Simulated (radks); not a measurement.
Effect of the nuclear size on the arsenic ion As19+, [Ne] 3s2 3p2. All-electron calculation, Dirac Kohn-Sham, PBE, spin-unpolarised, spherical densities, finite nucleus; open shells fill j = l - 1/2 first; Fermi nuclear charge, rms radius 4.0968 fm. Program: a radial shooting solver on a logarithmic mesh with Libxc functionals. The rms radius is varied about that value; shifts are against it.

rms radius (fm)  total energy shift (eV)  density at nucleus (e/bohr^3)  1s1/2 shift (meV)  2s1/2 shift (meV)  2p1/2 shift (meV)  3s1/2 shift (meV)  3p1/2 shift (meV)  4s1/2 (empty) shift (meV)
3.4044                            -0.124                      3.628e+04              -52.2              -5.20              0.473              -1.15              0.118                     -0.414
3.8674                           -0.0434                      3.597e+04              -18.3              -1.82              0.166             -0.402              0.041                     -0.145
4.0968                                 0                      3.583e+04              0.000              0.000              0.000              0.000              0.000                      0.000
4.2607                            0.0325                      3.574e+04               13.7               1.36             -0.124              0.301             -0.031                      0.108
4.527                             0.0877                      3.559e+04               36.9               3.68             -0.335              0.812             -0.083                      0.293

Slopes of the eigenvalues against <r^2> in GHz/fm^2, as finite differences over the two radii next to the reference (eigenvalue slopes, not the field-shift constants of lines): 1s1/2 2420, 2s1/2 241, 2p1/2 -21.9, 3s1/2 53.1, 3p1/2 -5.46, 4s1/2 (empty) 19.2.
